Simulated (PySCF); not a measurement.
Coordinates in bohr (charge 0 multiplicity 1):
```
O     0.0000    0.0000    0.0000
In    0.0000    0.0000    3.8138
In    0.0000    0.0000   -3.8138
```

Level of theory: B3LYP/[O def2-TZVP, In def2-TZVP with ECP28], scalar-relativistic core potentials, density fitting, no spin–orbit coupling, PySCF.

This geometry of In₂O is a stationary point at this level.

**Question.** What is the point group?

**Answer.** D∞h.

**Question.** Is it a minimum?

**Answer.** Yes: all harmonic wavenumbers are real, though the softest, 58 cm⁻¹, leaves little margin.

**Question.** List the harmonic modes with their infrared intensities.

**Answer.** 
```
symmetry  ω (cm⁻¹)  IR (km/mol, summed over degenerate members)
      πu        58                                         13.1
     σg+       202                                          0.0
     σu+       731                                          702
```

**Question.** What is the atomisation energy, with and without zero-point energy?

**Answer.** 757 kJ/mol without, 751 kJ/mol with.

In D∞h the vibrations span πu + σg+ + σu+. The σg+ mode carries no infrared intensity, as symmetry demands. With a centre of inversion only u modes can be infrared active and only g modes Raman active.

Other isomers or separated fragments may lie lower.
